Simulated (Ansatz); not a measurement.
`O[SiH2][Ga]1[CH2][S]1` + H₂Te → `O[SiH2][TeH]` + `[CH2]1[S][GaH]1`  (cleavage of the Si–Ga bond)

Isolated molecules relaxed with PBE0-D4/def2-TZVP in Ansatz; ΔE leaves out vibrations. CBS: MP2 limit from def2 TZ/QZ plus the TZ coupled-cluster correction, frozen cores. Elements past krypton have def2 core potentials. For Ga, Te outer-core shells are correlated without core-valence functions, which leaves a few kJ/mol of doubt a bond. Scalar relativity is left out up to krypton. One conformer a species, not always the lowest.

```
        level  ΔE (kcal/mol)
 MP2/def2-SVP           -8.8
CCSD/def2-SVP           -7.2
```

Task: What does CCSD(T)/CBS give? (Best estimate.)

Result: The calculation gave: -8.8 kcal/mol. The listed levels differ from it by 0.0, 1.6 kcal/mol.

Largest T1 diagnostic among the species: 0.015.

From r2SCAN to r2SCAN0 (25 % exact exchange), in def2-TZVPP and without D4, ΔE moves by −0.9 kcal/mol. At CCSD(T), def2-SVP lies +1.9 kcal/mol from the extrapolated value and def2-TZVPP +0.6 kcal/mol. Leaving LDA and LC-ωPBE aside and taking each functional with its dispersion term where it has one, the values, not all of them listed here, spread over 3.2 kcal/mol, from PBE-QIDH to BLYP-D4.
